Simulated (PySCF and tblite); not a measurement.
Results of a calculation; reference values are marked as such.
C₈H₁₁NO, numbered as in [CH2:1]=[CH:2]/[CH:3]=[CH:4]\[C:5](=[CH2:6])[NH:7][C:8]([CH3:9])=[O:10].

Geometries GFN2-xTB; weights from B3LYP-D3(BJ)/def2-SVP energies and GFN2-xTB thermal corrections, with symmetry numbers and mirror pairs. Conformers within 5 kcal/mol (GFN2-xTB free energy) were kept, 9 at most. Codes: tblite and PySCF.

Torsions listed: C1–C2–C3–C4, C3–C4–C5–N7, C4–C5–N7–C8, C5–N7–C8–O10. Of a mirror pair one member is shown.

| conformer | shape | symmetry | dipole D |
| --- | --- | --- | --- |
| 1 | 175°, 135°, -18°, 3° | C1 (pair) | 3.31 |
| 2 | 171°, 141°, 178°, 0° | C1 (pair) | 3.62 |
| 3 | 38°, -140°, 180°, 1° | C1 (pair) | 3.65 |
| 4 | 36°, -129°, 14°, -2° | C1 (pair) | 3.10 |
| 5 | 172°, -34°, 167°, -1° | C1 (pair) | 3.61 |
| 6 | 38°, 28°, -168°, -2° | C1 (pair) | 3.65 |

(1) Which of these conformers is the most populated at 298.15 K, and with what share?

(2) Give the DFT energies and free energies relative to the lowest, and all weights.

(3) How does its share change from 298.15 K to 600 K?

## Answers

(1) Conformer 5, about 63 %. The lead over the next is within the error of the method.

(2) 
```
conformer                  shape  E(DFT) kcal/mol  G(298.15 K) kcal/mol  weight %
        1   175°, 135°, -18°, 3°             1.47                  1.40       6.0
        2   171°, 141°, 178°, 0°             0.56                  0.47      28.7
        3   38°, -140°, 180°, 1°             6.67                  6.25       0.0
        4   36°, -129°, 14°, -2°             7.24                  6.94       0.0
        5  172°, -34°, 167°, -1°             0.00                  0.00      63.3
        6   38°, 28°, -168°, -2°             2.09                  2.03       2.1
```

(3) From 63 % to 46 %; the mixing entropy goes from 3.16 to 3.81 cal/(mol K).
